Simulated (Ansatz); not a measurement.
Input file for Ansatz (a first-principles code): U-PBE/def2-TZVPP on ClHSe (SMILES Cl[SeH]), a point of a bond scan (R = 3.833 Å).

Ansatz 0.2 input:
```yaml
crystal:
  periodic: [false, false, false]
  atoms:
    - {symbol: Se, position_ang: [0.51847628, -0.15738308, 0.46539325]}
    - {symbol: H, position_ang: [1.50587856, -0.35828625, -0.61175328]}
    - {symbol: Cl, position_ang: [-2.35854108, 0.70576050, -1.91494671]}
basis:
  gaussian:
    orbitals: def2-TZVPP
hamiltonian:
  xc: {name: PBE}
magnetization: {spin_polarized: true, initial_magnetization: 0}
```

The head of its log:

```
WARN ansatz: RAYON_NUM_THREADS=1 ignored (pool sized by the plan → 1); use --threads N
Functional definition: PBE
integrals: 0.03 GiB planned
740 factors; their error is unknown
mean field: 0.27 GiB planned
mean field evaluation 1: about -77865.6314 eV, gradient 2.3e1 eV
mean field evaluation 2: about -77749.1384 eV, gradient 9.6e1 eV
```

Question: What total energy does the run end on?

Answer: -2861.7225 hartree. Its determinant has ⟨S²⟩ = 0.97, a mixture of spin states.
